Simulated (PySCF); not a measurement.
Cl2Si, SMILES Cl[Si]Cl (connectivity only; charge and spin as stated), charge +1, multiplicity 2. Geometry optimised at PBE-D3(BJ)/def2-TZVP. The spin state was assumed, not searched. The isomer is the one that the SMILES or the coordinates give; other isomers of the formula were not compared.

Level of theory: PBE-D3(BJ)/def2-TZVP (PySCF).

Harmonic wavenumbers (cm⁻¹): 173, 522, 684. Rotational constants (GHz): 27.44, 2.360, 2.173; symmetry number 2.

Question: Work out the zero-point energy and the ideal-gas rigid-rotor harmonic-oscillator thermochemistry at 298.15 K and 1 atm.

Answer: ZPE = ½ Σ hcν = ½ × 1378 cm⁻¹ = 1.97 kcal/mol. H − E(el) = 4.93 kcal/mol. Entropy in cal/(mol K): translation 39.69, rotation 23.86, vibration 3.33, spin 1.38, total 68.26. G − E(el) = -15.43 kcal/mol. Cp = 11.89 cal/(mol K).
